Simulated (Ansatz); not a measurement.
Abridged output of a molecular run in Ansatz:

```
Functional definition: HF
1324 factors; integrals over basis functions are off by at most 9.2e-4 eV
mean field evaluation 1: about -91032.2467 eV, gradient 3.5e1 eV
mean field evaluation 2: about -91032.4104 eV, gradient 3.6e1 eV
mean field evaluation 4: about -91034.9611 eV, gradient 2.1e0 eV
mean field evaluation 8: about -91034.9983 eV, gradient 2.6e-1 eV
mean field -91034.99861414 eV, -3345.4744933313 hartree, gradient 8.0e-6 eV, S^2 0.000000; 0 other end points of the search recorded, 0 dependent functions left out
19 core orbitals not correlated: weight in the atoms' cores, before any rotation towards them, 1.000 or more for the frozen orbitals, at most 0.000 for the correlated occupied ones
reference -91034.99861414 eV, -3345.4744933313 hartree; 23, 23 occupied and 143, 143 virtual orbitals, 1324 factors
second order -27.92597288 eV of doubles, -0.00000000 eV of singles
cycle   1  -27.62564656 eV  change    3.0e-1 eV  update   1.1e-1
cycle   2  -28.21995226 eV  change   -5.9e-1 eV  update   3.5e-2
cycle   3  -28.35469653 eV  change   -1.3e-1 eV  update   1.9e-2
cycle   4  -28.33987194 eV  change    1.5e-2 eV  update   4.8e-3
cycle   5  -28.33326957 eV  change    6.6e-3 eV  update   1.8e-3
cycle   6  -28.33410563 eV  change   -8.4e-4 eV  update   5.6e-4
cycle   7  -28.33409774 eV  change    7.9e-6 eV  update   1.9e-4
cycle   8  -28.33397429 eV  change    1.2e-4 eV  update   6.3e-5
cycle   9  -28.33398474 eV  change   -1.0e-5 eV  update   2.9e-5
perturbative correction -0.95503105 eV, -0.0350967439 hartree
Total energy: -91064.28762993 eV, -3346.5508448089 hartree
```

Its atoms:

Z-matrix (Å, degrees):
```
Sn
F 1 1.903
Br 1 2.440 2 106.0
Cl 1 2.295 2 105.1 3 115.7
H 1 1.691 2 108.6 3 -123.4
```

(1) Which basis set was used?
A. def2-SVP
B. def2-QZVPP
C. def2-TZVPPD
D. def2-TZVPP

(2) Write the keys of the input that set method, charge and spin (a neutral closed shell needs none for the last two).

Answers

(1) D. It gives 185 functions.

(2) 
```yaml
correlation: {method: ccsd_t}
```
